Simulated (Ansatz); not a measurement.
Relaxation of CH4ClFMgO (9 atoms, charge 0, multiplicity 1), to a largest force component of 0.03 eV/Å in at most 50 steps.

These are results of RKS CAM-B3LYP/6-31G in Ansatz, not measurements.

```xyz
9
Properties=species:S:1:pos:R:3
Mg -1.152 -0.705 -1.266
F 2.035 -0.353 -1.889
Cl -2.591 -1.879 -2.527
H 1.823 0.225 -1.193
O -0.081 0.397 0.000
C -0.029 0.540 1.421
H 0.559 1.432 1.670
H -1.023 0.665 1.880
H 0.460 -0.321 1.904
```

Q: Where does it end, and by what steps?

A: The forces met the threshold. Limits of this set-up: no polarisation functions. After 18 steps the energy has fallen by 2.244 eV; H4 moved furthest, 1.03 Å. Parted: F2–H4. Joined: Mg1–F2, H4–O5.

```
step  energy less start (eV)  largest force component (eV/Å)  accepted
   0                  0.0000                           1.735       yes
   1                 -0.4858                           1.123       yes
   2                 -0.8707                           0.678       yes
   3                 -1.2917                           1.035       yes
   4                 -1.5615                           1.241       yes
   5                 -1.7188                           1.247       yes
   6                 -1.9460                           1.450       yes
   7                 -2.1089                           1.768       yes
   8                 -1.9826                           2.909        no
   9                 -2.2018                           0.303       yes
  10                 -2.2127                           0.394       yes
  11                 -2.2260                           0.184       yes
  12                 -2.2325                           0.144       yes
  13                 -2.2380                           0.141       yes
  14                 -2.2406                           0.137       yes
  15                 -2.2424                           0.110       yes
  16                 -2.2432                           0.079       yes
  17                 -2.2436                           0.038       yes
  18                 -2.2438                           0.012       yes
```

```xyz
9
Properties=species:S:1:pos:R:3
Mg -0.345 -0.701 -1.700
F 1.380 -0.458 -2.178
Cl -2.466 -1.355 -2.094
H 1.249 0.178 -0.341
O 0.323 0.075 -0.020
C 0.030 0.492 1.337
H 0.240 1.557 1.457
H -1.029 0.306 1.496
H 0.618 -0.094 2.045
```

Whether the end is a true minimum wasn't checked by a vibrational analysis.

Time of the run: 45 s on 2 threads of Arm Neoverse V2 (shared host), peak memory 0.19 GiB.
